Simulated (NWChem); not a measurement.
System meant: CH$_{3}$BrTe; SMILES C[Te]Br

The following NWChem deck was run.

```
start job
memory heap 200 mb stack 900 mb global 1100 mb
geometry units angstroms noautoz
  Te     0.305229     0.854769     0.000000
  Br     0.039804    -1.650435     0.000000
  C     -1.799932     1.277199     0.000000
  H     -2.259895     0.863170     0.905135
  H     -2.259895     0.863170    -0.905135
  H     -1.892488     2.373644     0.000000
end
basis spherical
  * library def2-svp
end
dft
  xc pbe0
  iterations 150
  mulliken
end
task dft energy
```

End of the output:

```
             Grid Information
             ----------------
          Grid used for XC integration:  medium
          Radial quadrature: Mura-Knowles
          Angular quadrature: Lebedev.
          Tag              B.-S. Rad. Rad. Pts. Rad. Cut. Ang. Pts.
          ---              ---------- --------- --------- ---------
          Te                  1.40      123           9.0       590
          Br                  1.15      112          11.0       590
          C                   0.70       49          10.0       434
          H                   0.35       45          11.0       434
          Grid pruning is: on
          Number of quadrature shells:   374
          Spatial weights used:  Erf1

          Convergence Information
          -----------------------
          Convergence aids based upon iterative change in
          total energy or number of iterations.
          Levelshifting, if invoked, occurs when the
          HOMO/LUMO gap drops below (HL_TOL):  1.00D-02
          DIIS, if invoked, will attempt to extrapolate
          using up to (NFOCK): 10 stored Fock matrices.

                    Damping( 0%)  Levelshifting(0.5)       DIIS
                  --------------- ------------------- ---------------
          dE  on:    start            ASAP                start
          dE off:    2 iters        150 iters           150 iters

      Screening Tolerance Information
      -------------------------------
          Density screening/tol_rho:  1.00D-10
          AO Gaussian exp screening on grid/accAOfunc:  14
          CD Gaussian exp screening on grid/accCDfunc:  20
          XC Gaussian exp screening on grid/accXCfunc:  20
          Schwarz screening/accCoul:  1.00D-08

      Superposition of Atomic Density Guess
      -------------------------------------

      charge =      52.0 Te (Tellurium)

      symmetry species            s     p     d     f
      number of basis functions =10     7     6
      number of cont. functions = 4     4     2
      number of closed shells   = 5     3     2
      number of open shells     = 0     1     0
      open shell occupation     = 0     4     0
 ------------------------------------------------------------------------
 atomscf:atomd: error in atom scf                   0
 ------------------------------------------------------------------------
 ------------------------------------------------------------------------
  current input line :
    19: task dft energy
 ------------------------------------------------------------------------
 ------------------------------------------------------------------------
 This error has not yet been assigned to a category
 ------------------------------------------------------------------------
 For more information see the NWChem manual at https://nwchemgit.github.io

0:atomscf:atomd: error in atom scf:Received an Error in Communication
```

### Question
Can this run be used? If not, why, and what is the fix?

### Answer
The program stopped with an error. Cause: the def2 basis of a heavy element holds valence functions alone and wants its effective core potential (without it all electrons must fit into that basis). This input runs:
```
start job
memory heap 200 mb stack 900 mb global 1100 mb
geometry units angstroms noautoz
  Te     0.305229     0.854769     0.000000
  Br     0.039804    -1.650435     0.000000
  C     -1.799932     1.277199     0.000000
  H     -2.259895     0.863170     0.905135
  H     -2.259895     0.863170    -0.905135
  H     -1.892488     2.373644     0.000000
end
basis spherical
  Te library def2-svp
  Br library def2-svp
  C library def2-svp
  H library def2-svp
end
ecp
  Te library def2-ecp
end
dft
  xc pbe0
  iterations 150
  mulliken
end
task dft energy
```
It converges to -2881.41936 Ha (PBE0/def2-SVP with def2 effective core potentials on Te).
